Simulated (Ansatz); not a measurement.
Ansatz (an electronic-structure program) input (CCSD(T,full)/cc-pwCVTZ):
A basis named .json is the Basis Set Exchange file of that set.

Ansatz 0.2 input:
```yaml
crystal:
  periodic: [false, false, false]
  atoms:
    - {symbol: C, position_ang: [2.28196835, 1.28063817, -0.21378117]}
    - {symbol: C, position_ang: [1.18477070, 0.42806836, -0.04364584]}
    - {symbol: C, position_ang: [1.34990535, -0.92263901, 0.35083526]}
    - {symbol: C, position_ang: [0.23354810, -1.71901422, 0.50424576]}
    - {symbol: C, position_ang: [-1.02162952, -1.17442250, 0.26756012]}
    - {symbol: C, position_ang: [-1.11888751, 0.17495489, -0.12260561]}
    - {symbol: C, position_ang: [-2.46528440, 0.78917924, -0.38796014]}
    - {symbol: N, position_ang: [-0.05872283, 0.94805056, -0.27265012]}
    - {symbol: H, position_ang: [3.29026681, 0.92928925, -0.04807052]}
    - {symbol: H, position_ang: [2.12209255, 2.30500648, -0.51496962]}
    - {symbol: H, position_ang: [2.34424482, -1.31100666, 0.52638988]}
    - {symbol: H, position_ang: [0.33434807, -2.75416430, 0.80521673]}
    - {symbol: H, position_ang: [-1.91757041, -1.77079659, 0.37884517]}
    - {symbol: H, position_ang: [-3.10950011, 0.71239752, 0.49105636]}
    - {symbol: H, position_ang: [-2.34660301, 1.83783999, -0.65018541]}
    - {symbol: H, position_ang: [-2.97256513, 0.27449079, -1.20762222]}
basis:
  gaussian:
    orbitals: cc-pwCVTZ.json
magnetization: {spin_polarized: true, initial_magnetization: 1}
correlation: {method: ccsd_t, frozen_orbitals: {C: 0, H: 0, N: 0}}
```

End of the output:

```
cycle   1  -45.24943623 eV  change   -7.7e-1 eV  update   1.6e-1
cycle   2  -46.40859090 eV  change    -1.2e0 eV  update   6.0e-2
cycle   3  -46.78675774 eV  change   -3.8e-1 eV  update   4.9e-2
cycle   4  -46.81681695 eV  change   -3.0e-2 eV  update   2.5e-2
cycle   5  -46.83088419 eV  change   -1.4e-2 eV  update   1.1e-2
cycle   6  -46.83999050 eV  change   -9.1e-3 eV  update   3.4e-3
cycle   7  -46.84022503 eV  change   -2.3e-4 eV  update   1.6e-3
cycle   8  -46.84033544 eV  change   -1.1e-4 eV  update   6.6e-4
cycle   9  -46.84067039 eV  change   -3.3e-4 eV  update   3.3e-4
cycle  10  -46.84052324 eV  change    1.5e-4 eV  update   1.5e-4
cycle  11  -46.84069555 eV  change   -1.7e-4 eV  update   8.5e-5
cycle  12  -46.84074667 eV  change   -5.1e-5 eV  update   3.8e-5
coupled cluster: 180.27 GiB planned
perturbative correction -1.96127235 eV, -0.0720754293 hartree
Total energy: -8872.96250847 eV, -326.0753578761 hartree
```

It need not be the lowest isomer of its formula.

The determinant is spin-contaminated: <S^2> is 1.33 against 0.75 for a pure state.
